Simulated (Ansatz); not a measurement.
Geometry optimisation, RKS B3LYP/6-31G* in Ansatz 0.2.0.

Input:

```yaml
crystal:
  periodic: [false, false, false]
  atoms:
    - { symbol: B, position_ang: [0.0, 0.0, 0.0] }
    - { symbol: H, position_ang: [0.0, 0.0, 1.54] }
    - { symbol: "N", position_ang: [1.3423, 0.0, -0.775] }
    - { symbol: H, position_ang: [1.8089, -0.9179, -1.0268] }
    - { symbol: H, position_ang: [1.7937, 0.9179, -1.0532] }
    - { symbol: Cl, position_ang: [-1.6108, 0.0, -0.93] }
    - { symbol: F, position_ang: [-0.2026, 1.5239, 0.5108] }
    - { symbol: H, position_ang: [-0.1143, 0.86, 1.4996] }
basis:
  gaussian: { orbitals: "6-31G*" }
hamiltonian:
  xc: b3lyp
relax:
  f_tol: 0.15
  max_steps: 25
  restrain:
    - { distance: [0, 6], at: 1.32, k: 30.0 }
    - { distance: [7, 1], at: 0.66, k: 30.0 }
    - { distance: [0, 1], at: 2.39, k: 30.0 }
    - { distance: [7, 6], at: 2.12, k: 30.0 }
output:
  orbitals: {}
```

Launched with:

```bash
$ ansatz run input.yaml --threads 1 --pin off --max-ram 2048MiB --backend cpu --events-out ev --progress --plain --runs-dir out
```

Task: Where does it end, and by what steps?

Result: It converged. The restraints hold the end off the free minimum. After 7 steps the energy has fallen by 4.519 eV (the restraints' own energy left out); B1 moved furthest, 0.73 Å.

```tsv
step	energy less start (eV)	largest force component (eV/Å)	accepted
0	0.0000	3.796	yes
1	-1.4747	5.446	yes
2	-2.9593	3.803	yes
3	-3.8629	1.681	yes
4	-4.2812	1.366	yes
5	-4.4228	1.642	yes
6	-4.5053	1.494	yes
7	-4.5195	1.493	yes
```

```xyz
8
Properties=species:S:1:pos:R:3
B -0.040 0.539 -0.497
H 0.131 -0.004 1.838
N 1.242 0.075 -0.782
H 1.416 -0.810 -1.232
H 2.060 0.642 -0.614
Cl -1.475 -0.447 -0.911
F -0.221 1.730 0.062
H -0.095 0.660 1.901
```

Run time: 15 s on 1 thread of AMD EPYC 9R45 96-Core Processor (Zen 5), on a shared host, peak memory 0.18 GiB.
